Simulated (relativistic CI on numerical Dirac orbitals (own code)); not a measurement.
## Excitation temperature from two lines of P II

Problem. In an optically thin plasma whose excited levels follow a Boltzmann distribution, the energy emitted in P II 6043.12 Å and 4602.08 Å has the ratio 1.81 (an assumed reading, corrected for the detector). Tabulated data (NIST Handbook of Basic Atomic Spectroscopic Data): upper levels 103667.9 and 125391.1 cm⁻¹, g = 7 and 9, A = 6.80 × 10^7 and 1.90 × 10^8 s⁻¹. Calculate the temperature, its uncertainty for 15 % in the ratio of intensities and A values together, and the strength of these other lines with tabulated A (λ in Å, g, A, upper level): 6024.18, 5, 5.10 × 10^7, 103339.1; 4588.04, 7, 1.70 × 10^8, 125128.9; 4589.86, 5, 1.60 × 10^8, 124946.7.

Working.
1. The emitted power of a line is proportional to (gA/λ) exp(−E/kT), so I₁/I₂ = (g₁A₁λ₂/g₂A₂λ₁) exp[(E₂ − E₁)/kT].
2. The prefactor is 0.212 and E₂ − E₁ = 21723.3 cm⁻¹ = 2.693 eV.
3. kT = (E₂ − E₁)/ln(1.81/0.212) = 21723.3/2.1446 = 10129 cm⁻¹ = 1.256 eV, or T = 14570 K.
4. δT/T = (kT/ΔE) × 15 % = 7.0 %; lines whose upper levels lie far apart give the better thermometer.
5. Other lines relative to the first: 6024.18 Å: 0.56, 4588.04 Å: 0.4, 4589.86 Å: 0.27.

Remark. Dense plasmas such as arcs and laser-ablation plumes come near a Boltzmann distribution among excited levels, though their strong lines may be self-absorbed. Low-pressure etch and deposition plasmas, at 10¹⁰ to 10¹³ electrons per cm³, do not: there the number found is an excitation temperature of these levels and not the electron temperature.
